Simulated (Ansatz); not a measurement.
C2H6GaO2 (`C[O][Ga][O]C`) radical at its PBE0-D4/def2-TZVP geometry, where that method's forces vanish. Charge 0, multiplicity 2.

```tsv
atom	x (Å)	y (Å)	z (Å)
C1	0.715	0.864	2.044
O2	1.729	0.467	1.144
Ga3	1.342	-0.217	-0.466
O4	-0.426	-0.340	-0.802
C5	-1.035	-0.827	-1.968
H6	0.834	1.927	2.281
H7	-0.296	0.712	1.651
H8	0.810	0.294	2.975
H9	-2.119	-0.783	-1.829
H10	-0.767	-1.870	-2.177
H11	-0.786	-0.227	-2.852
```

(1) For each bond, give half the difference of the two atoms' forces along it (eV/Å; positive pushes the atoms apart) under PBE-D4, r2SCAN-D4, B3LYP-D4, ωB97M-V in def2-TZVPP. (Estimate.)

## Answers

(1) Computed: 
```
  bond  length (Å)  PBE-D4  r2SCAN-D4  B3LYP-D4  ωB97M-V
 C1–O2       1.412    0.24       0.29      0.27     0.30
 C1–H6       1.095    0.09      -0.05     -0.10    -0.12
 C1–H7       1.095    0.04      -0.08     -0.10    -0.10
 C1–H8       1.095    0.09      -0.05     -0.10    -0.12
O2–Ga3       1.791    0.35      -0.03      0.15    -0.05
Ga3–O4       1.804    0.34      -0.03      0.19    -0.09
 O4–C5       1.402    0.19       0.31      0.24     0.34
 C5–H9       1.095    0.10      -0.06     -0.11    -0.13
C5–H10       1.097    0.06      -0.07     -0.09    -0.12
C5–H11       1.097    0.06      -0.07     -0.09    -0.12
```

B3LYP here is the variant with VWN-RPA as its local correlation; programs differ in this.
